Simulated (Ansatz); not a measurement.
Consider the ligand exchange at a B–F bond: `FB1CC1` + HBr → `BrB1CC1` + H–F.

Gas-phase electronic energies from Ansatz, PBE0-D4/def2-TZVP geometries. CCSD(T)/CBS is the MP2 limit (def2-TZVPP, def2-QZVPP) plus CCSD(T) − MP2 in def2-TZVPP, frozen cores. This one scheme is used for every species. Functionals use def2-TZVPP. B3LYP here is the variant with VWN-RPA as its local correlation; programs differ in this. HSE06 is defined as in plane-wave codes. For Br outer-core shells are correlated without core-valence functions, which leaves a few kJ/mol of doubt a bond. Scalar relativity is left out up to krypton.

`FB1CC1`:

Z-matrix (Å, degrees):
```
C
B 1 1.510
C 1 1.585 2 58.4
H 1 1.087 2 121.2 3 103.6
H 1 1.087 2 121.2 3 -103.6
F 2 1.310 1 148.4 3 180.0
H 3 1.087 1 116.3 2 -112.0
H 3 1.086 1 116.3 2 112.0
```

HBr:

Cartesian coordinates in Å:
```
Br 0.505 -0.456 0.204
H -0.505 0.456 -0.204
```

`BrB1CC1`:

```xyz
8

Br   -0.910    0.047   -2.629
B    -0.297    0.016   -0.859
C     0.785    0.348    0.145
C    -0.531   -0.361    0.587
H     1.699   -0.238    0.180
H     0.931    1.373    0.475
H    -0.453   -1.397    0.904
H    -1.222    0.214    1.198
```

H–F:

Z-matrix (Å, degrees):
```
F
H 1 0.920
```

```tsv
level	ΔE (kJ/mol)	difference from CCSD(T)/CBS
LDA (SPW92)	45.9	10.6
BLYP-D4	49.4	14.1
B97M-V	51.6	16.3
PBE0-D4	38.8	3.5
r2SCANh-D4	43.8	8.5
CAM-B3LYP-D4	54.9	19.6
B2PLYP	47.4	12.1
B3LYP	54.4	19.1
HSE06	41.6	6.3
MP2/def2-SVP	55.4	20.1
CCSD(T)/def2-SVP	61.7	26.4
MP2/def2-TZVPP	30.9	-4.4
SCS-MP2/def2-TZVPP	38.2	2.9
HF/def2-QZVPP	60.8	25.5
SCS-MP2/def2-QZVPP	36.4	1.1
MP2/CBS(def2)	26.5	-8.8
CCSD(T)/CBS	35.3	0
```

Largest T1 diagnostic among the species: 0.012.

The D4 term adds −5.8 kJ/mol with B3LYP and −3.2 kJ/mol with PBE0; it sums over pairs of atoms, weighted by their polarisabilities, and B3LYP, whose exchange is more repulsive, gets the larger term. At CCSD(T), def2-SVP lies +26.4 kJ/mol from the extrapolated value and def2-TZVPP +4.4 kJ/mol.
